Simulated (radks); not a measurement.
The numbers below are computed, except where a source is named.
Valence configurations of neutral zirconium (all share [Kr]). Code: a radial shooting solver on a logarithmic mesh with Libxc functionals. Model: non-relativistic Kohn-Sham, PBEsol, spin-polarised, spherical densities, point nucleus; open shells are filled with parallel spins first (spin-orbit coupling, left out, can overturn this in heavy ions); relativity is left out, which matters for an element this heavy. Energies are relative to 4d2 5s2; eigenvalues in eV for spin up.

valence	E (eV)	moment (Bohr magnetons)	e(4d)	e(5p)	e(5s)
4d3 5s1	-0.592	4	-3.037	-	-4.087
4d2 5s2	0.000	2	-4.455	-	-4.554
4d3.5 5s0.5	0.003	4	-2.435	-	-3.756
4d4	0.719	4	-1.931	-	-
4d1.5 5s2 5p0.5	1.612	2	-5.805	-2.183	-5.305
4d2 5s1 5p1	1.755	4	-5.446	-2.375	-5.474
4d1 5s2 5p1	3.633	2	-7.170	-2.702	-6.021
4d2 5p2	4.880	4	-6.314	-2.854	-
5s2 5p2	8.986	2	-	-3.654	-7.374

NIST lists [Kr] 4d2 5s2 as the ground configuration; this level of theory puts 4d3 5s1 lower, by 0.592 eV. The energies are those of spherical high-spin densities, not of single terms. No valid solution was reached for [Kr] 4d3 5p1. Relativity is left out, which favours d and f over s occupation in heavy atoms.
